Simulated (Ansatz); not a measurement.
Geometry optimisation, Ansatz 0.2.0, RKS PBE/def2-SVP.

The input (input.yaml):

```yaml
crystal:
  periodic: [false, false, false]
  atoms:
    - { symbol: Zr, position_ang: [-0.010545, -0.740439, -0.414632] }
    - { symbol: "N", position_ang: [0.434462, 0.651984, 2.663197] }
    - { symbol: H, position_ang: [-0.268412, 0.891851, 3.378703] }
    - { symbol: H, position_ang: [1.332907, 1.002816, 3.027236] }
    - { symbol: Cl, position_ang: [2.115545, -0.036357, -1.307375] }
    - { symbol: "N", position_ang: [-1.179381, 0.85547, -0.016417] }
    - { symbol: H, position_ang: [-1.964204, 1.342221, -0.462261] }
    - { symbol: H, position_ang: [-0.886379, 1.31709, 0.860527] }
    - { symbol: "N", position_ang: [-0.91688, -1.764891, -1.916216] }
    - { symbol: H, position_ang: [-1.354166, -2.693677, -1.870358] }
    - { symbol: H, position_ang: [-0.935156, -1.451055, -2.898159] }
    - { symbol: O, position_ang: [0.182524, -1.986378, 1.185547] }
    - { symbol: H, position_ang: [0.764377, -2.764681, 1.278729] }
    - { symbol: H, position_ang: [0.500808, -0.391355, 2.67978] }
basis:
  gaussian: { orbitals: def2-SVP }
hamiltonian:
  xc: pbe
relax:
  f_tol: 0.03
  max_steps: 50
```

Command:

```bash
$ ansatz run input.yaml --threads 4 --pin off --max-ram 5120MiB --backend cpu --events-out ev --progress --plain --runs-dir out
```

**Question.** Where does it end, and by what steps?

**Answer.** The forces met the threshold. After 37 steps the energy has fallen by 0.500 eV; H8 moved furthest, 1.86 Å. Joined: Zr1–N2 (3.41 → 2.51 Å).

| step | energy less start (eV) | largest force component (eV/Å) | accepted |
| --- | --- | --- | --- |
| 0 | 0.0000 | 0.780 | yes |
| 2 | -0.0479 | 0.353 | yes |
| 4 | -0.1513 | 0.948 | yes |
| 6 | -0.2983 | 1.026 | yes |
| 8 | -0.3787 | 0.741 | yes |
| 10 | -0.4104 | 0.214 | yes |
| 12 | -0.4186 | 0.146 | yes |
| 14 | -0.4237 | 0.075 | yes |
| 16 | -0.4265 | 0.092 | yes |
| 18 | -0.4260 | 0.439 | no |
| 20 | -0.4317 | 0.234 | yes |
| 22 | -0.4385 | 0.153 | yes |
| 24 | -0.4427 | 0.167 | yes |
| 26 | -0.4509 | 0.672 | yes |
| 28 | -0.4738 | 0.341 | yes |
| 30 | -0.4905 | 0.140 | yes |
| 32 | -0.4964 | 0.141 | yes |
| 34 | -0.4992 | 0.033 | yes |
| 36 | -0.5001 | 0.041 | yes |
| 37 | -0.5003 | 0.025 | yes |

```xyz
14
Properties=species:S:1:pos:R:3
Zr -0.054 -0.557 0.071
N 0.927 0.451 2.154
H 0.462 1.281 2.546
H 1.909 0.707 1.979
Cl 2.047 0.396 -0.782
N -1.736 0.594 0.264
H -1.950 1.434 -0.287
H -2.519 0.431 0.909
N -0.504 -1.572 -1.664
H -1.412 -1.603 -2.141
H 0.174 -2.063 -2.261
O -0.092 -2.043 1.392
H -0.353 -2.943 1.129
H 0.917 -0.280 2.880
```

Whether the end is a true minimum wasn't checked by a vibrational analysis.

Time of the run: 80 s on 4 threads of Arm Neoverse V2, with other jobs on the host, peak memory 0.22 GiB.
